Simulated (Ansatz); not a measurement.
`B[SiH2][SiH2]O` + `CCl` → `O[SiH2][SiH2]CCl` + BH₃  (formal exchange of groups at the Si–B bond)

Isolated molecules relaxed with PBE0-D4/def2-TZVP in Ansatz; ΔE leaves out vibrations. CCSD(T)/CBS is the MP2 limit (def2-TZVPP, def2-QZVPP) plus CCSD(T) − MP2 in def2-TZVPP, frozen cores. This one scheme is used for every species. DFT in def2-TZVPP. HSE06 is defined as in plane-wave codes. Each species was taken in one conformer, which may not be the lowest.

```tsv
level	ΔE (eV)
HSE06-D4	0.14
revPBE	0.26
r2SCAN	0.15
BHLYP	0.06
CAM-B3LYP	0.07
LC-ωPBE	0.10
CCSD(T)/def2-TZVPP	0.04
SCS-MP2/def2-QZVPP	-0.05
```

(1) What does CCSD(T)/CBS give? (Best estimate.)

Largest T1 diagnostic among the species: 0.014.

## Answers

(1) Computed: +0.03 eV. The listed levels differ from it by 0.11, 0.23, 0.12, 0.03, 0.04, 0.07, 0.01, -0.08 eV.

From r2SCAN to r2SCAN0 (25 % exact exchange), in def2-TZVPP and without D4, ΔE moves by −0.04 eV. Leaving LDA and LC-ωPBE aside and taking each functional with its dispersion term where it has one, the values, not all of them listed here, spread over 0.20 eV, from BHLYP-D4 to PBE-D4.
